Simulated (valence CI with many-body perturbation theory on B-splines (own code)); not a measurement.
# Te: calculation against measured levels

Level of theory: valence CI with perturbative core correlation (CI+MBPT): six valence electrons over a frozen Dirac-Fock core [Kr] 4d10, a basis of 9 s, 9 p, 8 d, 6 f, 3 g, 1 h functions for each j, with the one-electron correlation potential Σ1, the two-electron term Σ2, the three-electron term Σ3, Breit, model QED; selected CI, second order for the rest, scaled by the run's own slope (own B-spline code, finite nucleus).

Set against measurement, 23 paired levels are off by 539 cm⁻¹ on average, the worst by 955. These come from a selection out of the NIST Handbook of Basic Atomic Spectroscopic Data. Levels without a partner in it may be off by more. Among the levels kept, up to 5800 cm⁻¹ of a level comes from second order outside the variational space, and about a tenth of that is noise between levels of different J, which matters for small intervals.

Measured levels: NIST Handbook of Basic Atomic Spectroscopic Data (Sansonetti and Martin, J. Phys. Chem. Ref. Data 34, 1559 (2005)). Pairs share parity and J, and are chosen by configuration, term and nearness in energy; levels without a clear partner are left out. Energies in cm⁻¹ above the measured ground level. The last column is blank where CI alone has no clear partner.

Names give the largest LS component (configuration and term), which can be under half, so a name can repeat, a term be missing and a line seem to break the LS rules; names also repeat where a configuration has a term twice. Letters in brackets count levels of one name in rising energy.

| Computed label | Label in the source | Measured | Computed | Difference | CI alone, difference |
| --- | --- | --- | --- | --- | --- |
| 5s2.5p4 3P_2 | 5p4 3P | 0 | 0.0 | 0 | 0 |
| 5s2.5p4 3P_0 | 5p4 3P | 4706.5 | 4072.3 | -634 | -1181 |
| 5s2.5p4 3P_1 | 5p4 3P | 4750.7 | 4274.4 | -476 | -1117 |
| 5s2.5p4 1D_2 | 5p4 1D | 10557.9 | 10744.6 | +187 | -107 |
| 5s2.5p4 1S_0 | 5p4 1S | 23198.4 | 22679.4 | -519 | -1426 |
| 5s2.5p3.6s 5S°_2 | 5p3(4S) 6s 5S° | 44253 | 43855.1 | -398 | -2125 |
| 5s2.5p3.6s 3S°_1 | 5p3(4S) 6s 3S° | 46652.7 | 46030.5 | -622 | -2214 |
| 5s2.5p3.6p 5P_1 | 5p3(4S) 6p 5P | 54160.1 | 53478.1 | -682 | -2481 |
| 5s2.5p3.6p 5P_2 | 5p3(4S) 6p 5P | 54199.1 | 53712.9 | -486 | -2157 |
| 5s2.5p3.6p 5P_3 | 5p3(4S) 6p 5P | 54535.3 | 53870.5 | -665 | -2468 |
| 5s2.5p3.6s 3D°_1 | 5p3(2D) 6s 3D° | 54683.9 | 54174.6 | -509 |  |
| 5s2.5p3.6s 3D°_2 | 5p3(2D) 6s 3D° | 54880.1 | 54658.2 | -222 |  |
| 5s2.5p3.6p 3P_1 | 5p3(4S) 6p 3P | 55355.7 | 54586.2 | -769 | -2548 |
| 5s2.5p3.6p 3P_2 | 5p3(4S) 6p 3P | 55667.8 | 55260.0 | -408 | -2198 |
| 5s2.5p3.5d 5D°_3 | 5p3(4S) 5d 5D° | 55677.7 | 55112.1 | -566 | -2840 |
| 5s2.5p3.6p 3P_0 [a] | 5p3(4S) 6p 3P | 55809.1 | 54853.9 | -955 | -2823 |
| 5s2.5p3.5d 5D°_4 | 5p3(4S) 5d 5D° | 55816.2 | 54968.7 | -848 | -3247 |
| 5s2.5p3.5d 5D°_2 | 5p3(4S) 5d 5D° | 55817.3 | 55453.8 | -364 |  |
| 5s2.5p3.5d 5D°_0 | 5p3(4S) 5d 5D° | 55826.5 | 54912.2 | -914 | -3358 |
| 5s2.5p3.5d 5D°_1 | 5p3(4S) 5d 5D° | 55851.5 | 55243.7 | -608 |  |
| 5s2.5p3.6s 1D°_2 | 5p3(2D) 6s 1D° | 57114.2 | 56880.0 | -234 | -1852 |
| 5s2.5p3.5d 3D°_2 | 5p3(4S) 5d 3D° | 58592.4 | 58311.5 | -281 | -2509 |
| 5s2.5p3.5d 3D°_1 | 5p3(4S) 5d 3D° | 58746.1 | 58187.5 | -559 | -2702 |
| 5s2.5p3.5d 3D°_3 | 5p3(4S) 5d 3D° | 58827.0 | 58327.0 | -500 | -2592 |

Over 23 excited levels the mean absolute difference is 539 cm⁻¹, the median 519 and the largest 955. For the 19 levels that pair on every rung the mean is CI alone 2208, + Σ1 719, + Σ2 631, + Σ3 542, + Breit 587, + QED 563. The comparison draws on a selection of the measured levels: 24 of the 63 computed ones have a partner in it, and others may be off by more.

Rates against NIST Handbook of Basic Atomic Spectroscopic Data (Sansonetti and Martin, J. Phys. Chem. Ref. Data 34, 1559 (2005)):

```json
{"λ vac, measured (nm)": "214.35", "Upper": "5s2.5p3.6s 3S°_1", "Lower": "5s2.5p4 3P_2", "A computed (s⁻¹)": "2.83e+08", "A tabulated (s⁻¹)": "3.11e+08"}
{"λ vac, measured (nm)": "225.97", "Upper": "5s2.5p3.6s 5S°_2", "Lower": "5s2.5p4 3P_2", "A computed (s⁻¹)": "1.14e+07", "A tabulated (s⁻¹)": "1.30e+07"}
{"λ vac, measured (nm)": "238.40", "Upper": "5s2.5p3.6s 3S°_1", "Lower": "5s2.5p4 3P_0", "A computed (s⁻¹)": "4.20e+07", "A tabulated (s⁻¹)": "4.00e+07"}
{"λ vac, measured (nm)": "238.65", "Upper": "5s2.5p3.6s 3S°_1", "Lower": "5s2.5p4 3P_1", "A computed (s⁻¹)": "8.35e+07", "A tabulated (s⁻¹)": "8.10e+07"}
```
